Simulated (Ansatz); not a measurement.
Start from `[CH3][Hf]12345678([OH])([C@H]9[C@@H]1[C@@H]2[C@@H]3[C@H]94)[C@H]1[C@@H]5[C@@H]6[C@@H]7[C@H]18` and change one atom or group to get `[OH][Hf]12345678([F])([C@H]9[C@@H]1[C@@H]2[C@@H]3[C@H]94)[C@H]1[C@@H]5[C@@H]6[C@@H]7[C@H]18`.

Ansatz, PBE0-D4/def2-TZVP geometries, multiplicity 1. Each molecule was computed in one conformer, which needn't be the lowest.

Elements past krypton have def2 core potentials.

| property | `[CH3][Hf]12345678([OH])([C@H]9[C@@H]1[C@@H]2[C@@H]3[C@H]94)[C@H]1[C@@H]5[C@@H]6[C@@H]7[C@H]18` |
| --- | --- |
| size of the dipole moment (B3LYP/def2-TZVPP) / D | 1.91 |
| HOMO–LUMO gap (PBE/def2-TZVPP) / eV | 4.39 |
| LUMO energy (B3LYP/def2-TZVPP) / eV | -0.56 |
| HOMO energy (ωB97M-V/def2-TZVPP) / eV | -8.74 |
| HOMO energy (PBE/def2-TZVPP) / eV | -5.66 |
| LUMO energy (PBE0/def2-TZVPP) / eV | -0.36 |

**Question.** Give the same properties after the change, and the shifts. (An estimate is asked.)

**Answer.** Ansatz gave: 
```json
{"property": "size of the dipole moment (B3LYP/def2-TZVPP) / D", "`[OH][Hf]12345678([F])([C@H]9[C@@H]1[C@@H]2[C@@H]3[C@H]94)[C@H]1[C@@H]5[C@@H]6[C@@H]7[C@H]18`": "2.45", "shift": "0.54"}
{"property": "HOMO–LUMO gap (PBE/def2-TZVPP) / eV", "`[OH][Hf]12345678([F])([C@H]9[C@@H]1[C@@H]2[C@@H]3[C@H]94)[C@H]1[C@@H]5[C@@H]6[C@@H]7[C@H]18`": "4.53", "shift": "0.14"}
{"property": "LUMO energy (B3LYP/def2-TZVPP) / eV", "`[OH][Hf]12345678([F])([C@H]9[C@@H]1[C@@H]2[C@@H]3[C@H]94)[C@H]1[C@@H]5[C@@H]6[C@@H]7[C@H]18`": "-0.53", "shift": "0.03"}
{"property": "HOMO energy (ωB97M-V/def2-TZVPP) / eV", "`[OH][Hf]12345678([F])([C@H]9[C@@H]1[C@@H]2[C@@H]3[C@H]94)[C@H]1[C@@H]5[C@@H]6[C@@H]7[C@H]18`": "-8.80", "shift": "-0.06"}
{"property": "HOMO energy (PBE/def2-TZVPP) / eV", "`[OH][Hf]12345678([F])([C@H]9[C@@H]1[C@@H]2[C@@H]3[C@H]94)[C@H]1[C@@H]5[C@@H]6[C@@H]7[C@H]18`": "-5.75", "shift": "-0.09"}
{"property": "LUMO energy (PBE0/def2-TZVPP) / eV", "`[OH][Hf]12345678([F])([C@H]9[C@@H]1[C@@H]2[C@@H]3[C@H]94)[C@H]1[C@@H]5[C@@H]6[C@@H]7[C@H]18`": "-0.32", "shift": "0.04"}
```

Dipoles are sizes alone; their direction can turn.

B3LYP here is the variant with VWN-RPA as its local correlation; programs differ in this.

Positive LUMOs are unbound, so they and the gaps depend on the basis.
